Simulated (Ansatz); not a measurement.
Abridged output of a molecular run in Ansatz:

```
Functional definition: HF
1387 factors; integrals over basis functions are off by at most 9.0e-4 eV
mean field evaluation 1: about -148954.7172 eV, gradient 1.9e1 eV
mean field evaluation 2: about -148954.9527 eV, gradient 2.0e1 eV
mean field evaluation 4: about -148956.3197 eV, gradient 2.7e0 eV
mean field evaluation 8: about -148956.3441 eV, gradient 1.7e-1 eV
mean field -148956.34421464 eV, -5474.0446836516 hartree, gradient 2.9e-6 eV, S^2 0.000000; 0 other end points of the search recorded, 0 dependent functions left out
24 core orbitals not correlated: weight in the atoms' cores, before any rotation towards them, 1.000 or more for the frozen orbitals, at most 0.000 for the correlated occupied ones
reference -148956.34421464 eV, -5474.0446836516 hartree; 23, 23 occupied and 178, 178 virtual orbitals, 1387 factors
second order -23.07000305 eV of doubles, -0.00000000 eV of singles
cycle   1  -23.37783732 eV  change   -3.1e-1 eV  update   9.3e-2
cycle   2  -23.94553506 eV  change   -5.7e-1 eV  update   2.6e-2
cycle   3  -24.01479297 eV  change   -6.9e-2 eV  update   1.1e-2
cycle   4  -24.00197620 eV  change    1.3e-2 eV  update   2.6e-3
cycle   5  -24.00272771 eV  change   -7.5e-4 eV  update   1.0e-3
cycle   6  -24.00289387 eV  change   -1.7e-4 eV  update   2.7e-4
cycle   7  -24.00273178 eV  change    1.6e-4 eV  update   9.7e-5
cycle   8  -24.00274100 eV  change   -9.2e-6 eV  update   2.9e-5
perturbative correction -0.87914523 eV, -0.0323079911 hartree
Total energy: -148981.22610087 eV, -5474.9590761049 hartree
```

Its atoms:

Z-matrix (Å, degrees):
```
C
Si 1 1.869
Br 1 1.947 2 106.0
H 1 1.088 2 113.1 3 117.3
H 1 1.088 2 113.1 3 -117.4
Br 2 2.226 1 108.2 3 179.9
H 2 1.478 1 110.2 3 61.7
H 2 1.478 1 110.2 3 -61.9
```

Task: Which basis set was used?
A. def2-SVPD
B. def2-QZVPP
C. cc-pV(Q+d)Z
D. def2-TZVPP

Result: D. It gives 225 functions.

Task: Write the keys of the input that set method, charge and spin (a neutral closed shell needs none for the last two).

Result: 
```yaml
correlation: {method: ccsd_t}
```
